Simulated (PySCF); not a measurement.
NMR problem set

[PySCF 2.14.0 with density-fitted response routines: NMR shieldings at PBE0/pcSseg-1/GIAO; J: B3LYP/pcJ-1 (spin–dipole term left out of most H,H and C,H couplings); GFN2-xTB geometry; no relativistic terms; rapidly exchanging positions averaged; one conformer; isolated molecule]

Chemical shifts δ = σref − σ; TMS for 1H, 13C, all at this level. Multiplet labels drop J under 1 Hz and among equivalent protons, and merge close values. Unscaled 3J(H,H) run several per cent high. Splittings of carbon signals by F and P are missing where no couplings were computed. Where no couplings were computed, multiplicities follow the n + 1 count of equivalent neighbours, and m marks all less simple cases (inequivalent or close neighbours, rings, F or P nearby). Shifts are as computed. Against solution values, carbons near 30 ppm lie about +3 ppm off and those near 130 ppm about +5 ppm. Of 1211 compounds with measured shifts, 218 miss one by over three times the rms of a fit or turn the order of signals round; such compounds aren't used in these exercises.

Question: C$_{6}$H$_{8}$F$_{3}$N$_{3}$. 1H NMR (400 MHz, computed): δ 7.79 (m, 1H), 4.85 (sept, 1H), 1.62 (d, 6H). 13C{1H} NMR (computed): δ 146.0 (C), 136.4 (CH), 131.0 (C), 58.9 (CH), 25.3 (CH3). Identify the compound.

Answer: `CC(C)n1ncc(C(F)(F)F)n1`. The formula gives 3 degrees of unsaturation (1 ring in the answer). 5 carbon signals for 6 carbons: some carbons are equivalent by symmetry or fast rotation. Carbon types of the structure: 2 × C, 2 × CH, 2 × CH3, which accounts for all hydrogens. δC 146.0: substituted aromatic carbon next to a ring nitrogen. δC 136.4: aromatic CH next to a ring nitrogen. δC 131.0: CF3 carbon; 3 electronegative neighbours deshield it. δH 4.85: hydrogen on an sp3 CH bonded to N; its carbon carries N, which withdraws density.

This is the structure that produced the data.

Question: C$_{6}$H$_{14}$FNSi. 1H NMR (500 MHz, computed): δ 4.64 (m, 1H), 3.21 (m, 1H), 2.33 (s, 6H), 2.05 (m, 1H), 1.60 (m, 3H), 0.76 (m, 1H), 0.64 (m, 1H). 13C{1H} NMR (computed): δ 89.5, 48.9, 48.5, 23.3, 8.1. What is it?

Answer: SMILES [C@H](C)(F)[Si@H]1C[C@@H]1N(C)C. The formula gives 1 degree of unsaturation (1 ring in the answer). 5 carbon signals for 6 carbons: some carbons are equivalent by symmetry or fast rotation. Carbon types of the structure: 2 × CH, 1 × CH2, 3 × CH3, leaving 1 H on heteroatoms. δC 89.5: sp3 CH bonded to F and Si; the inductive effect lowers its shielding. δC 48.9: methyl carbon bonded to N; pulled downfield by the heteroatom. δC 23.3: methyl carbon; a saturated carbon with 1 carbon neighbour and no heteroatom attached. δH 4.64: hydrogen on an sp3 CH bonded to F and Si; its carbon carries F, which withdraws density.

The shifts were computed for this structure.

Question: C$_{5}$H$_{10}$N$_{2}$. 1H NMR (400 MHz, computed): δ 6.16 (m, 1H), 6.13 (m, 1H), 2.23 (q, J = 8.2 Hz, 2H), 1.67 (s, 3H), 1.17 (t, J = 8.2 Hz, 3H). 13C{1H} NMR (computed): δ 136.5 (C), 117.7 (CH2), 37.6 (CH2), 14.6 (CH3), 12.5 (CH3). Identify the compound.

Answer: SMILES C=N/N=C(\C)CC. Rings plus π bonds: 2 (no ring in the answer). 5 carbon signals for 5 carbons: no two carbons are equivalent. Carbon types of the structure: 1 × C, 2 × CH2, 2 × CH3, which accounts for all hydrogens. δC 136.5, 117.7: C=N carbon. δC 37.6: sp3 CH2; aliphatic region, no heteroatom directly attached. δC 14.6, 12.5: methyl carbon; aliphatic region, no heteroatom directly attached. δH 6.16, 6.13: hydrogen on a C=N carbon. The protons at 2.23 and 1.17 share a coupling of 8.2 Hz (vicinal).

The shifts were computed for this structure.
